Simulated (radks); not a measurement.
Values are calculated unless marked as measured or tabulated.
The rhodium ion Rh5+, configuration [Kr] 4d4 (the NIST ground configuration). Level of theory: scalar-relativistic Kohn-Sham, BLYP, spin-polarised, spherical densities, finite nucleus; open shells are filled with parallel spins first (spin-orbit coupling, left out, can overturn this in heavy ions); Fermi nuclear charge, rms radius 4.4945 fm (a radial shooting solver on a logarithmic mesh with Libxc functionals).

Normalised radial functions P(r) = r R(r), r in bohr:

r	3d up	3d down	4d up
0.004705	0.0003	0.0003	0.0001
0.006127	0.0006	0.0006	0.0002
0.007914	0.0011	0.0011	0.0004
0.01031	0.0024	0.0024	0.0009
0.01342	0.0050	0.0050	0.0019
0.01747	0.0102	0.0102	0.0038
0.02257	0.0201	0.0201	0.0075
0.02939	0.0399	0.0399	0.0149
0.03827	0.0771	0.0770	0.0288
0.04983	0.1440	0.1440	0.0538
0.06437	0.2537	0.2536	0.0944
0.08382	0.4318	0.4317	0.1597
0.1091	0.6885	0.6882	0.2516
0.1421	1.0128	1.0124	0.3623
0.1836	1.3417	1.3412	0.4606
0.239	1.5987	1.5983	0.5022
0.3113	1.6583	1.6585	0.4204
0.4021	1.4692	1.4702	0.1848
0.5236	1.0719	1.0728	-0.1958
0.6817	0.6208	0.6201	-0.6120
0.8877	0.2719	0.2700	-0.9102
1.147	0.0874	0.0861	-0.9687
1.493	0.0176	0.0172	-0.7908
1.944	0.0020	0.0020	-0.4896
2.532	0.0001	0.0001	-0.2192
3.27	0.0000	0.0000	-0.0679
4.258	0.0000	0.0000	-0.0120

3d up: eigenvalue -374.31 eV, 0 radial nodes, <r> = 0.370 bohr, 90 % of the charge inside 0.588 bohr. 3d down: eigenvalue -373.55 eV, 0 radial nodes, <r> = 0.370 bohr, 90 % of the charge inside 0.587 bohr. 4d up: eigenvalue -72.104 eV, 1 radial node at r = 0.461 bohr, <r> = 1.25 bohr, 90 % of the charge inside 1.89 bohr.
